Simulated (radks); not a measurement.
Values are calculated unless marked as measured or tabulated.
Species: Si3+. Configuration: [Ne] 3s1.

Code: a radial shooting solver on a logarithmic mesh with Libxc functionals. Model: Dirac Kohn-Sham, AM05, spin-unpolarised, spherical densities, point nucleus.

Energy parts (hartree):
part                      energy
total                 -286.82277
kinetic                287.50858
electron-nucleus      -671.25276
Hartree                115.80004
exchange-correlation   -18.87863

Orbitals (lengths in bohr, moments of r in powers of bohr; <r^-3> diverges for s and p1/2; r(90%) holds 90 % of the orbital's charge):
orbital  occ.  eigenvalue (hartree)  <r^-3>      <r^4>    <r^2>  r(90%)  small-component weight
1s1/2       2             -66.76074       -  0.0007270  0.01675   0.199                2.45e-03
2s1/2       2              -6.44037       -     0.2718   0.3842   0.893                3.49e-04
2p1/2       2              -4.86055       -     0.2824   0.3578   0.895                3.29e-04
2p3/2       4              -4.83660   48.29     0.2865   0.3605   0.898                3.27e-04
3s1/2       1              -1.44452       -      23.58    3.905    2.74                6.15e-05
3p1/2       0              -1.12880       -      37.33    4.843    3.08                5.16e-05
3p3/2       0              -1.12642   4.834      37.62    4.863    3.08                5.14e-05

The highest occupied level is 3s1/2 at -39.307 eV. The density falls to 0.001 e/bohr^3 at r = 3.03 bohr.
